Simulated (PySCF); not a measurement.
Input of a run (PBE/6-31+G* geometry optimisation, gas phase (PySCF 2.14.0)), started from GFN2-xTB:
```
{"job": {"xc": "PBE", "basis": "6-31+G*", "grid": 1, "kind": "geom"}, "charge": 0, "multiplicity": 1}
O      2.359188     0.193424    -0.374998
C      1.035170    -0.067572    -0.195394
C      0.155248     0.952939     0.154299
C     -1.197711     0.738176     0.348320
C     -1.803275    -0.493286     0.216662
P     -0.986489    -1.961885    -0.208776
C      0.631133    -1.380273    -0.378060
H      2.536814     1.130152    -0.224321
H      0.550928     1.953855     0.277766
H     -1.810285     1.589238     0.618827
H     -2.869279    -0.563764     0.388628
H      1.399758    -2.091690    -0.648980
```

Output (energies in Eh, forces in Eh/bohr):
```
step   0  E = -609.60094868  max force = 0.013234
step   1  E = -609.60370118  max force = 0.003005
step   2  E = -609.60373100  max force = 0.000554
step   3  E = -609.60373051  max force = 0.000589
step   4  E = -609.60373217  max force = 0.000147
optimisation converged
```

Problem. Summarise the run.

Solution. The energy falls by 0.076 eV over 5 energy and gradient evaluations, the largest force component goes from 0.0132 to 1.5e-04 Eh/bohr, and the atoms move by 0.028 Å rms after alignment. The bond that changes most is C4–C5 (both ends aromatic CH carbon), which lengthens by 0.023 Å. Bonds longer at the end by more than 0.005 Å: 12 of 12; shorter: 0. The energy never rose by more than 1e-6 Eh on the way. The first step brought 99 % of the lowering.

Problem. What are the final bond lengths?

Solution. O1–C2 1.377 Å, C2–C3 1.410 Å, C3–C4 1.403 Å, C4–C5 1.401 Å, C5–P6 1.753 Å, P6–C7 1.748 Å, C2–C7 1.403 Å, O1–H8 0.980 Å, C3–H9 1.098 Å, C4–H10 1.098 Å, C5–H11 1.097 Å, C7–H12 1.097 Å. Numbering counts from 1 in the input's order; the species is `Oc1cccpc1`.

The run used 140 basis functions and 38 SCF cycles in all.

Not checked by PBE/6-31+G* frequencies. The numbers are those of one conformer.

The values belong to the conformer `[OH:1][c:2]1[cH:3][cH:4][cH:5][p:6][cH:7]1`: H–O1–C2–C3 0°.
